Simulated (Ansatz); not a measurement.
Start from `C[CH](F)[SnH2][F]` and change one atom or group to get `C[CH](F)[InH2]`.

Ansatz, PBE0-D4/def2-TZVP geometries, multiplicity 1. Each molecule was computed in one conformer, which needn't be the lowest.

Elements past krypton have def2 core potentials.

| property | `C[CH](F)[SnH2][F]` |
| --- | --- |
| LUMO energy (PBE/def2-TZVPP) / eV | -1.42 |
| HOMO–LUMO gap (PBE0/def2-TZVPP) / eV | 7.39 |
| LUMO energy (PBE0/def2-TZVPP) / eV | -0.65 |
| size of the dipole moment (ωB97M-V/def2-TZVPP) / D | 2.75 |
| HOMO energy (PBE0/def2-TZVPP) / eV | -8.03 |
| HOMO–LUMO gap (ωB97M-V/def2-TZVPP) / eV | 11.05 |

Give the same properties after the change, and the shifts. (An estimate is asked.)

The calculation gave: 
| property | `C[CH](F)[InH2]` | shift |
| --- | --- | --- |
| LUMO energy (PBE/def2-TZVPP) / eV | -2.54 | -1.12 |
| HOMO–LUMO gap (PBE0/def2-TZVPP) / eV | 5.24 | -2.15 |
| LUMO energy (PBE0/def2-TZVPP) / eV | -1.79 | -1.14 |
| size of the dipole moment (ωB97M-V/def2-TZVPP) / D | 1.77 | -0.98 |
| HOMO energy (PBE0/def2-TZVPP) / eV | -7.04 | 0.99 |
| HOMO–LUMO gap (ωB97M-V/def2-TZVPP) / eV | 8.89 | -2.16 |

With PBE0 the HOMO rises by 0.99 eV and the LUMO falls by 1.14 eV, so the gap narrows by about 2.13 eV. PBE moves the HOMO by 0.87 eV and ωB97M-V by 1.00 eV. Dipoles are sizes alone; their direction can turn.
